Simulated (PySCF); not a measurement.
# A small calculation by hand: oscillator strength and radiative lifetime

Al(F)(OH)(SMe) (CH₄AlFOS), SMILES C[S][Al]([OH])[F].

Coordinates come from a B3LYP-D3(BJ)/def2-SVP optimisation. The structure was generated by enumeration; whether it is a known compound was not checked. One conformer was computed; it need not be the lowest.

TDDFT-ωB97X/def2-SVPD run with PySCF puts the first singlet state with f over 0.02 at 5.73 eV (vertical), with the transition dipole (0.000, 0.000, 0.497) in atomic units.

Find the oscillator strength, the wavelength and the radiative lifetime that this transition would have in vacuum if emission retraced absorption.


|μ|² = 0.2470 au, so |μ| = 1.26 D. ΔE = 5.73/27.211 = 0.2106 hartree. f = (2/3) ΔE |μ|² = 0.035 (the program prints 0.035).
λ = 1239.84/5.73 = 216 nm; ν = 46216 cm⁻¹.
Einstein's coefficient A = 0.6670 ν² f s⁻¹ (ν in cm⁻¹) = 4.9e7 s⁻¹, so τ = 1/A = 20 ns. This state is S1. The figure is the radiative limit of this one transition; relaxation, internal conversion, crossing to triplets and a medium change what is measured.
